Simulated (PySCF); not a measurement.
## Partial charges of `C=C/C(C#N)=C\[SiH2]C#N`

Compound: C6H6N2Si.
Structure used (GFN2-xTB), in Å, numbered top down from 1:
```
atom  x, y, z in Å
C1    -1.3296   -2.0243   -0.6443
C2    -0.4898   -1.0197   -0.4179
C3    -0.9032    0.2855    0.0707
C4    -2.2832    0.4681    0.3553
N5    -3.3907    0.6503    0.5881
C6    -0.0745    1.3310    0.2682
Si7    1.7777    1.3740   -0.0607
C8     2.5485   -0.0740    0.8404
N9     3.0227   -0.9643    1.3830
H10   -0.9819   -2.9770   -1.0041
H11   -2.3904   -1.9270   -0.4770
H12    0.5724   -1.1365   -0.5891
H13   -0.5220    2.2473    0.6356
H14    2.0873    1.1836   -1.4806
H15    2.3523    2.5911    0.5106
```

Density: PBE0/pcSseg-1 (PySCF); schemes: Mulliken, IAO, Hirshfeld and ESP-fitted. The structure is a single GFN2-xTB conformer in the gas phase; no vibrational or solvent corrections.

Problem. Tabulate the Mulliken, IAO, Hirshfeld and ESP-fitted charges.

Solution. In e; atoms taken as equivalent share a row and are averaged (×n: the atom named and its like, n in all):

```tsv
atom	environment	Mulliken	IAO	Hirshfeld	ESP-fitted
C1	terminal =CH2 carbon	-0.080	-0.270	-0.060	-0.426
C2	alkene CH carbon	-0.162	-0.143	-0.040	+0.018
C3	fully substituted alkene carbon	-0.177	+0.003	+0.029	-0.156
C4	nitrile carbon	+0.128	+0.139	+0.088	+0.464
N5	nitrile nitrogen	-0.228	-0.222	-0.201	-0.461
C6	alkene CH carbon	-0.305	-0.414	-0.117	-0.259
Si7	SiH2 silicon	+0.746	+0.759	+0.398	+0.416
C8	cyano carbon	-0.206	-0.162	-0.030	+0.164
N9	cyano nitrogen	-0.194	-0.186	-0.190	-0.373
H10	vinylic hydrogen	+0.135	+0.172	+0.065	+0.202
H11	vinylic hydrogen	+0.151	+0.167	+0.055	+0.217
H12	vinylic hydrogen	+0.126	+0.157	+0.049	+0.133
H13	vinylic hydrogen	+0.141	+0.179	+0.058	+0.173
H14/H15	Si–H hydrogen	-0.037	-0.090	-0.051	-0.055
```

Mean size of the charges over all atoms: ESP-fitted 0.238 e, IAO 0.210 e, Mulliken 0.190 e, Hirshfeld 0.099 e. Each set sums to the total charge, 0, to within 0.001 e. The Mulliken scheme gives each basis function's population to the atom it is centred on and halves the overlap population of two atoms between them. The Hirshfeld scheme weights the molecular density at each point by an atom's share of the summed free-atom densities.

Lowest charge. The schemes don't all agree: Mulliken C6 (-0.305); IAO C6 (-0.414); Hirshfeld N5 (-0.201); ESP-fitted N5 (-0.461).

Highest charge. The schemes don't all agree: Mulliken Si7 (+0.746); IAO Si7 (+0.759); Hirshfeld Si7 (+0.398); ESP-fitted C4 (+0.464).

Problem. Sum the charges by element, for elements with more than one atom.

Solution. 
| element | atoms | Mulliken | IAO | Hirshfeld | ESP-fitted |
| --- | --- | --- | --- | --- | --- |
| C | 6 | -0.802 | -0.847 | -0.131 | -0.195 |
| N | 2 | -0.422 | -0.407 | -0.390 | -0.834 |
| H | 6 | +0.478 | +0.495 | +0.123 | +0.613 |

Problem. How many electrons does the IAO scheme count on C1?

Solution. Z − q = 6 − (-0.270) = 6.270.

Problem. How closely do the schemes follow one another over all atoms?

Solution. Correlation coefficient and root-mean-square difference: Mulliken with IAO 0.96, 0.079 e; IAO with Hirshfeld 0.93, 0.152 e; Mulliken with Hirshfeld 0.92, 0.135 e; Hirshfeld with ESP-fitted 0.80, 0.189 e; IAO with ESP-fitted 0.77, 0.188 e; Mulliken with ESP-fitted 0.72, 0.202 e.
